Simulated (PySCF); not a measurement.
Computed shifts of a molecule C3H2F4, PBE/pcSseg-1 run with PySCF, GIAO, gas phase, atoms alike by connectivity averaged where their shifts nearly agree, in ppm (number of nuclei): ¹³C: 166.0 (1), 132.6 (1), 100.5 (1). ¹⁹F: -109.8 (3), -132.3 (1). ¹H: 5.57 (1), 5.42 (1). References: ¹³C against TMS (σ = 182.0 ppm); ¹⁹F against CFCl3 (σ = 133.6 ppm); ¹H against TMS (σ = 31.49 ppm), references at their B3LYP-D3(BJ)/def2-TZVP geometries, non-relativistic. Coordinates come from a B3LYP-D3(BJ)/def2-SVP optimisation. The values are those of a single conformer.

### Question
Pick the molecule that these values belong to.
(A) FC1(F)CC1(F)F
(B) C=C(F)C(F)(F)F
(C) F/C=C/C(F)(F)F
(D) F[C@H]1[C@H](F)C1(F)F

### Answer
B, C=C(F)C(F)(F)F
